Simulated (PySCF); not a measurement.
## Kr⁺: excitation energy

Kr⁺ [Ar] 3d10 4s2 4p5 (2P) → Kr⁺ [Ar] 3d10 4s2 4p4 4d1 (high-spin determinant), as a difference of total energies. All numbers are calculated (PySCF 2.14, scalar relativity by spin-free X2C-1e, in aug-cc-pVDZ-DK). Correlated levels: valence: [Ar] 3d10 frozen. The calculations carry no spin-orbit coupling.

```json
{"method": "UHF", "excitation energy (eV)": "15.788"}
{"method": "LDA", "excitation energy (eV)": "16.478"}
{"method": "PBE", "excitation energy (eV)": "16.073"}
{"method": "PBE0", "excitation energy (eV)": "16.149"}
{"method": "r2SCAN", "excitation energy (eV)": "16.342"}
{"method": "B3LYP", "excitation energy (eV)": "16.396"}
{"method": "r2SCANh", "excitation energy (eV)": "16.334"}
{"method": "MN15", "excitation energy (eV)": "16.310"}
{"method": "LC-wPBE", "excitation energy (eV)": "16.318"}
{"method": "MP2 (valence)", "excitation energy (eV)": "16.544"}
{"method": "SCS-MP2 (valence)", "excitation energy (eV)": "16.516"}
```

Problem. How much does correlation contribute at MP2 (valence)?

Solution. 16.544 − (15.788) = 0.756 eV, measured against UHF.

A first-order spin-orbit estimate (lowest level to lowest level, LS coupling) adds 0.007 eV.

The promoted electron is Rydberg-like, and one or two diffuse shells describe it only roughly, which tends to raise the upper state.

The determinant of the upper state mixes LS terms, which raises its energy above the lowest term, most at the Hartree-Fock and MP2 levels.
